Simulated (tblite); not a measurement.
Record of a relaxation.

C₅H₅BrO (charge +1 and doublet state).
Atom-mapped SMILES: `[CH2+:1][CH:2]/[CH:3]=[C:4](\[Br:5])[CH:6]=[O:7]` (hydrogens: H8, H9 on C1; H10 on C2; H11 on C3; H12 on C6)
Bond orders are those of one Lewis drawing.

Computed with GFN2-xTB (tblite), gas phase: L-BFGS steps from a force-field or distance-geometry start until the largest atomic force falls under 0.01 eV/Å. 6 of its 35 geometries are shown.

Step 0: E = -566.0243 eV, largest atomic force 3.312 eV/Å
```
atom  x, y, z in Å  |  force x, y, z in eV/Å
C1      2.299    0.390   -0.975   -2.956  -1.035   1.076
C2      1.114   -0.346   -0.609    1.978   1.162  -0.424
C3     -0.018    0.177    0.109    2.443   0.631  -1.194
C4     -1.136   -0.482    0.460   -1.253  -0.335   0.604
Br5    -1.476   -2.299    0.156    0.096  -0.001  -0.062
C6     -2.207    0.261    1.190   -0.008   2.589   0.665
O7     -2.131    1.456    1.475   -0.029  -2.826  -0.741
H8      2.385    1.450   -0.730    0.025  -0.410  -0.121
H9      3.100   -0.109   -1.501   -0.106   0.077   0.082
H10     1.119   -1.401   -0.879   -0.140   0.186   0.055
H11     0.044    1.239    0.352   -0.157  -0.073   0.100
H12    -3.092   -0.337    1.469    0.109   0.036  -0.040
```

Step 7: E = -566.3107 eV, largest atomic force 0.203 eV/Å
```
atom  x, y, z in Å  |  force x, y, z in eV/Å
C1      2.231    0.372   -0.948    0.095   0.022  -0.015
C2      1.137   -0.354   -0.607   -0.086  -0.070  -0.028
C3      0.028    0.194    0.077   -0.112  -0.054   0.088
C4     -1.116   -0.469    0.462   -0.075   0.012   0.030
Br5    -1.452   -2.279    0.148    0.088  -0.056  -0.063
C6     -2.196    0.275    1.189   -0.006   0.082   0.044
O7     -2.116    1.430    1.460    0.036  -0.025  -0.032
H8      2.359    1.419   -0.727   -0.150   0.098   0.095
H9      3.050   -0.092   -1.472    0.076  -0.073  -0.062
H10     1.106   -1.402   -0.879   -0.060  -0.052   0.030
H11     0.048    1.243    0.354    0.085   0.113  -0.029
H12    -3.078   -0.340    1.460    0.107   0.002  -0.059
```

Step 14: E = -566.3218 eV, largest atomic force 0.048 eV/Å
```
atom  x, y, z in Å  |  force x, y, z in eV/Å
C1      2.221    0.366   -0.944    0.007   0.002  -0.011
C2      1.128   -0.364   -0.608   -0.005  -0.033   0.002
C3      0.030    0.199    0.082   -0.015  -0.008  -0.001
C4     -1.112   -0.465    0.464   -0.011   0.001   0.002
Br5    -1.421   -2.280    0.131    0.004   0.025   0.006
C6     -2.187    0.282    1.189   -0.001  -0.012  -0.004
O7     -2.104    1.438    1.455   -0.009  -0.033  -0.003
H8      2.309    1.416   -0.704   -0.003   0.015   0.008
H9      3.045   -0.091   -1.469    0.036   0.030  -0.008
H10     1.084   -1.413   -0.871   -0.006  -0.038  -0.007
H11     0.070    1.253    0.343    0.006   0.013   0.004
H12    -3.062   -0.342    1.450   -0.003   0.038   0.013
```

Step 20: E = -566.3225 eV, largest atomic force 0.022 eV/Å
```
atom  x, y, z in Å  |  force x, y, z in eV/Å
C1      2.221    0.365   -0.945   -0.007   0.001   0.004
C2      1.129   -0.369   -0.610   -0.002   0.003   0.005
C3      0.031    0.197    0.080   -0.002  -0.009  -0.004
C4     -1.113   -0.464    0.464    0.002  -0.009  -0.001
Br5    -1.419   -2.279    0.130   -0.010   0.007   0.006
C6     -2.188    0.281    1.189    0.008  -0.001  -0.008
O7     -2.104    1.437    1.455    0.002   0.013   0.004
H8      2.302    1.415   -0.701   -0.009  -0.003   0.003
H9      3.052   -0.080   -1.470   -0.005   0.006   0.003
H10     1.082   -1.420   -0.871    0.013   0.011  -0.003
H11     0.074    1.252    0.342    0.004  -0.020  -0.007
H12    -3.065   -0.336    1.454    0.005   0.001  -0.001
```

Step 27: E = -566.3229 eV, largest atomic force 0.019 eV/Å
```
atom  x, y, z in Å  |  force x, y, z in eV/Å
C1      2.218    0.368   -0.942   -0.005   0.001   0.001
C2      1.131   -0.375   -0.611    0.002   0.003  -0.004
C3      0.031    0.188    0.078    0.013   0.006   0.001
C4     -1.115   -0.466    0.463    0.013  -0.006  -0.007
Br5    -1.430   -2.280    0.135   -0.006  -0.009  -0.001
C6     -2.186    0.285    1.188    0.003  -0.006   0.001
O7     -2.098    1.441    1.454    0.014   0.012  -0.005
H8      2.289    1.417   -0.694   -0.002  -0.001   0.001
H9      3.054   -0.068   -1.469   -0.005   0.001   0.004
H10     1.092   -1.425   -0.876   -0.003  -0.001   0.002
H11     0.079    1.244    0.338   -0.010   0.003   0.003
H12    -3.063   -0.330    1.454   -0.016  -0.003   0.005
```

Step 34: E = -566.3231 eV, largest atomic force 0.010 eV/Å
```
atom  x, y, z in Å  |  force x, y, z in eV/Å
C1      2.217    0.370   -0.942    0.000   0.003  -0.001
C2      1.131   -0.376   -0.612    0.004  -0.003   0.004
C3      0.031    0.185    0.078   -0.003  -0.002  -0.004
C4     -1.115   -0.470    0.463   -0.003   0.000   0.000
Br5    -1.435   -2.283    0.135    0.005  -0.008  -0.004
C6     -2.183    0.286    1.188    0.001   0.005   0.001
O7     -2.089    1.442    1.450   -0.003   0.001   0.002
H8      2.284    1.419   -0.692    0.003   0.004  -0.001
H9      3.054   -0.063   -1.467   -0.001  -0.001   0.000
H10     1.095   -1.426   -0.876   -0.003  -0.003  -0.001
H11     0.076    1.241    0.338   -0.003  -0.002   0.003
H12    -3.064   -0.325    1.456    0.004   0.006   0.000
```

Task: Summarise the path.

Result: The energy falls by 28.83 kJ/mol from step 0 to step 34; nine tenths of that is first reached at step 4. It falls at every step. The largest force goes from 3.312 to 0.010 eV/Å. Among the bonds C1–C2 changes most, from 1.442 to 1.358 Å; the atoms move by 0.059 Å rms after alignment.

Task: Follow the three bonds and two angles with the largest change from start to end.

Result: 
| step | E above end (kJ/mol) | largest force (eV/Å) | C1–C2 (Å) | C6=O7 (Å) | C3=C4 (Å) | C1–C2–H10 (°) | C1–C2–C3 (°) |
| --- | --- | --- | --- | --- | --- | --- | --- |
| 0 | 28.83 | 3.312 | 1.442 | 1.230 | 1.344 | 115.3 | 126.0 |
| 1 | 14.03 | 3.710 | 1.363 | 1.150 | 1.401 | 117.3 | 125.8 |
| 3 | 3.68 | 0.645 | 1.376 | 1.193 | 1.379 | 117.7 | 125.1 |
| 4 | 2.68 | 0.245 | 1.365 | 1.187 | 1.378 | 118.0 | 124.9 |
| 6 | 1.73 | 0.206 | 1.357 | 1.188 | 1.379 | 118.4 | 124.0 |
| 7 | 1.19 | 0.203 | 1.357 | 1.190 | 1.377 | 118.5 | 123.1 |
| 9 | 0.57 | 0.139 | 1.359 | 1.190 | 1.375 | 118.9 | 122.2 |
| 10 | 0.39 | 0.123 | 1.360 | 1.189 | 1.375 | 119.0 | 122.1 |
| 12 | 0.18 | 0.066 | 1.359 | 1.189 | 1.375 | 119.4 | 122.2 |
| 13 | 0.14 | 0.053 | 1.358 | 1.189 | 1.375 | 119.5 | 122.2 |
| 15 | 0.10 | 0.044 | 1.357 | 1.190 | 1.375 | 119.7 | 122.1 |
| 16 | 0.08 | 0.037 | 1.358 | 1.189 | 1.375 | 119.8 | 122.1 |
| 18 | 0.06 | 0.025 | 1.358 | 1.189 | 1.375 | 119.9 | 122.0 |
| 19 | 0.06 | 0.023 | 1.358 | 1.189 | 1.375 | 119.9 | 121.9 |
| 21 | 0.05 | 0.018 | 1.358 | 1.189 | 1.375 | 120.0 | 121.8 |
| 22 | 0.04 | 0.027 | 1.358 | 1.189 | 1.375 | 119.9 | 121.8 |
| 24 | 0.03 | 0.026 | 1.358 | 1.189 | 1.375 | 119.9 | 121.7 |
| 25 | 0.02 | 0.021 | 1.358 | 1.189 | 1.375 | 119.9 | 121.6 |
| 27 | 0.01 | 0.019 | 1.358 | 1.189 | 1.375 | 119.9 | 121.5 |
| 28 | 0.01 | 0.019 | 1.358 | 1.189 | 1.375 | 120.0 | 121.5 |
| 30 | 0.01 | 0.014 | 1.358 | 1.189 | 1.375 | 120.0 | 121.4 |
| 31 | 0.00 | 0.015 | 1.358 | 1.189 | 1.375 | 120.0 | 121.4 |
| 33 | 0.00 | 0.014 | 1.358 | 1.189 | 1.375 | 120.0 | 121.4 |
| 34 | 0.00 | 0.010 | 1.358 | 1.189 | 1.375 | 120.0 | 121.5 |

What follows is the cost of the whole relaxation. Hardware: one thread of an Arm Neoverse V2, shared host. Cost: 0.18 s wall.
